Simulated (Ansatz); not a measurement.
Abridged output of a molecular run in Ansatz:

```
Functional definition: HF
1049 factors; integrals over basis functions are off by at most 1.3e-3 eV
mean field evaluation 1: about -23268.2617 eV, gradient 2.3e1 eV
mean field evaluation 2: about -23268.2716 eV, gradient 2.3e1 eV
mean field evaluation 4: about -23270.0653 eV, gradient 3.7e0 eV
mean field evaluation 8: about -23270.1018 eV, gradient 5.5e-4 eV
mean field -23270.10182071 eV, -855.1604688697 hartree, gradient 4.0e-6 eV, S^2 0.000000; 0 other end points of the search recorded, 0 dependent functions left out
13 core orbitals not correlated: weight in the atoms' cores, before any rotation towards them, 1.000 or more for the frozen orbitals, at most 0.000 for the correlated occupied ones
reference -23270.10182071 eV, -855.1604688697 hartree; 15, 15 occupied and 80, 80 virtual orbitals, 1049 factors
second order -17.75777794 eV of doubles, -0.00000000 eV of singles
cycle   1  -18.68138276 eV  change   -9.2e-1 eV  update   1.1e-1
cycle   2  -19.22503990 eV  change   -5.4e-1 eV  update   3.5e-2
cycle   3  -19.37984153 eV  change   -1.5e-1 eV  update   2.2e-2
cycle   4  -19.37154399 eV  change    8.3e-3 eV  update   6.9e-3
cycle   5  -19.36888475 eV  change    2.7e-3 eV  update   2.9e-3
cycle   6  -19.36920486 eV  change   -3.2e-4 eV  update   1.1e-3
cycle   7  -19.36890090 eV  change    3.0e-4 eV  update   4.7e-4
cycle   8  -19.36882812 eV  change    7.3e-5 eV  update   2.1e-4
cycle   9  -19.36895887 eV  change   -1.3e-4 eV  update   1.0e-4
cycle  10  -19.36891133 eV  change    4.8e-5 eV  update   3.9e-5
cycle  11  -19.36893625 eV  change   -2.5e-5 eV  update   1.5e-5
perturbative correction -0.54334905 eV, -0.0199677095 hartree
Total energy: -23290.01410602 eV, -855.8922318576 hartree
```

Its atoms:

Z-matrix (Å, degrees):
```
C
O 1 1.434
H 1 1.088 2 107.1
H 1 1.092 2 110.0 3 -120.8
H 1 1.090 2 107.7 3 118.8
C 2 1.282 1 120.0 3 149.2
Al 6 2.025 2 124.2 1 154.3
H 6 1.101 2 113.5 1 -11.6
Cl 7 2.244 6 70.1 2 -95.4
H 7 1.587 6 112.2 2 158.1
H 7 1.585 6 114.1 2 11.7
```

Question: Which basis set was used?
A. def2-TZVPP
B. cc-pV(Q+d)Z
C. def2-QZVPP
D. def2-SVP

Answer: D. It gives 108 functions.

Question: Write the keys of the input that set method, charge and spin (a neutral closed shell needs none for the last two).

Answer: 
```yaml
correlation: {method: ccsd_t}
```
